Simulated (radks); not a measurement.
Values are calculated unless marked as measured or tabulated.
Question: Species: Bi65+. Configuration: [Ar] (the NIST ground configuration). Code: a radial shooting solver on a logarithmic mesh with Libxc functionals. Model: non-relativistic Kohn-Sham, LDA (Slater exchange, Perdew-Wang correlation), spin-unpolarised, spherical densities, point nucleus; relativity is left out, which matters for an element this heavy. Some entries of the table are withheld. Estimate them.

| orbital | occ. | eigenvalue (Ry) | <1/r> (bohr^-1) | <r> (bohr) |
|---|---|---|---|---|
| 1s | 2 | -6327.390 | 82.41 | 0.01824 |
| 2s | 2 | -1370.148 | 19.65 | 0.07590 |
| 2p | 6 | -1337.561 | (1) | 0.06407 |
| 3s | 2 | (2) | 8.243 | 0.1793 |
| 3p | 6 | -541.5376 | 8.204 | (3) |
| 3d | 0 | (4) | 8.105 | (5) |
| 4s | 0 | (6) | 4.468 | 0.3302 |

Answer: 
(1) 2p <1/r> (bohr^-1): 19.64
(2) 3s eigenvalue (Ry): -554.3951
(3) 3p <r> (bohr): 0.1690
(4) 3d eigenvalue (Ry): -521.2969
(5) 3d <r> (bohr): 0.1450
(6) 4s eigenvalue (Ry): -297.1488
